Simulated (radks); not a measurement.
Task: Spin polarisation of the 5d4 shell in neutral tungsten. Start: [Xe] 4f14 5d(up 2, down 2) 6s2; electrons of 5d are moved from spin down to spin up, other shells keep equal spins. Method: scalar-relativistic Kohn-Sham, r2SCAN, spin-polarised, spherical densities, finite nucleus; meta-GGA in the generalised Kohn-Sham scheme; Fermi nuclear charge, rms radius of each element as measured or else 0.836 A^(1/3) + 0.57 fm; computed with a radial shooting solver on a logarithmic mesh with Libxc functionals. Estimate the energy gained and the exchange splitting at a moment of 4 Bohr magnetons.

Result: At moment 4 the spin-polarisation energy is -3.227 eV and the 5d exchange splitting 3.241 eV, that is 0.810 eV per Bohr magneton; E = -I m^2/4 would give I = 0.807 eV.
